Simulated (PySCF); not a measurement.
**How methods differ on the ionisation energy of Tb(59+)**

Tb(59+) [He] 2s2 2p2 (3P) → Tb(60+) [He] 2s2 2p1 (2P), as a difference of total energies. All numbers are calculated (PySCF 2.14, scalar relativity by spin-free X2C-1e, in an uncontracted even-tempered set (19 s from 35 bohr⁻², ratio 2.2; 13 p from 46 bohr⁻², ratio 2.2; 5 d from 170 bohr⁻², ratio 2.4; 5 f from 260 bohr⁻², ratio 2.4; 4 g from 390 bohr⁻², ratio 2.4)). Correlated levels: nothing frozen; virtual orbitals above 40 to 60 times the deepest correlated orbital energy dropped. The calculations carry no spin-orbit coupling.

| method | ionisation energy (eV) | difference from reference (eV) |
| --- | --- | --- |
| UHF | 13158.2 | -499.8 |
| LDA | 13151.1 | -506.9 |
| PBE | 13156.0 | -502.0 |
| PBE0 | 13156.8 | -501.2 |
| r2SCAN | 13161.6 | -496.4 |
| TPSS | 13156.3 | -501.7 |
| M06-2X | 13157.0 | -501.0 |
| MP2 (all electrons) | 13158.1 | -499.9 |
| SCS-MP2 (all electrons) | 13157.6 | -500.4 |

Reference: 13658 ± 7 eV (theoretical estimate listed by NIST; NIST Atomic Spectra Database, ionization energies).

Spin-orbit coupling is strong in these open shells (close to jj coupling). The scalar numbers leave it out and a first-order estimate fails, so it can dominate the gap to the real levels.

For this ion Breit and QED terms and the two-electron picture change, all absent here, outweigh the differences among the correlated methods.
